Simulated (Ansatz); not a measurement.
`F[SiH2][SnH3]` + `SS` → `F[SiH2]SS` + `[SnH4]` at 298.15 K and 1 bar (cleavage of the Si–Sn bond).

Isolated molecules relaxed with PBE0-D4/def2-TZVP in Ansatz; ΔE leaves out vibrations. CCSD(T)/CBS adds triple-zeta CCSD(T) − MP2 to the extrapolated MP2 energy (def2 sets, frozen cores). This one scheme is used for every species. Elements past krypton have def2 core potentials. For Sn outer-core shells are correlated without core-valence functions, which leaves a few kJ/mol of doubt a bond. Each species was taken in one conformer, which may not be the lowest.

```csv
species,CCSD(T)/CBS energy (Eh),H − E (kJ/mol),S (J/(mol·K))
`F[SiH2][SnH3]`,-605.93962,123.9,339.2
`SS`,-796.74576,60.1,251.3
`F[SiH2]SS`,-1186.31147,102.0,330.4
`[SnH4]`,-216.39156,79.6,228.5
```

H − E and S are ideal-gas, rigid-rotor, harmonic terms from PBE0-D4/def2-TZVP, for one conformer and one mirror image of each species. 1 Eh = 2625.50 kJ/mol, R = 8.31446 J/(mol·K).

Q: By hand: ΔE, ΔH, ΔS and ΔG.

A: ΔE = (-1186.31147) + (-216.39156) − (-605.93962) − (-796.74576) = -0.01765 Eh = -46.3 kJ/mol. Δ(H − E) = 102.0 + 79.6 − 123.9 − 60.1 = -2.4, so ΔH = -48.7 kJ/mol. ΔS = 330.4 + 228.5 − 339.2 − 251.3 = -31.6 J/(mol·K). ΔG = -48.7 − 298.15 × (-31.6)/1000 = -39.3 kJ/mol.

Q: By hand: the equilibrium constant, and the temperature at which ΔG would vanish if ΔH and ΔS stayed fixed.

A: log₁₀ K = −ΔG/(RT ln 10) = 6.9. ΔG = 0 at ΔH/ΔS = 1541 K.

ΔH outweighs TΔS. A doubt of 5 kJ/mol in ΔE shifts log₁₀ K by 0.9 here. Other conformers and mirror images would add mixing entropy, several J/(mol·K) or more a flexible species. These are equilibria of isolated gas molecules and say nothing of rates. Largest T1 diagnostic: 0.013 (customary marks: 0.02 for closed shells, 0.045 for open ones).
